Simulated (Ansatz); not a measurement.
`COCCCF` + `O[Si]([SiH3])(Cl)Cl` → `CO[Si]([SiH3])(Cl)Cl` + `OCCCF`  (substitution at a C–O bond)

Gas-phase electronic energies from Ansatz, PBE0-D4/def2-TZVP geometries. CBS: MP2 limit from def2 TZ/QZ plus the TZ coupled-cluster correction, frozen cores. DFT in def2-TZVPP. Each species was taken in one conformer, which may not be the lowest.

| level | ΔE (kJ/mol) |
| --- | --- |
| PBE0-D4 | 12.7 |
| ωB97X-V | 12.0 |
| MP2/def2-QZVPP | 12.6 |
| CCSD/CBS(def2) | 11.5 |

Q: What does CCSD(T)/CBS give? (Estimate.)

A: The calculation gave: +11.7 kJ/mol. The listed levels differ from it by 1.0, 0.3, 0.9, -0.2 kJ/mol.

Largest T1 diagnostic among the species: 0.011.
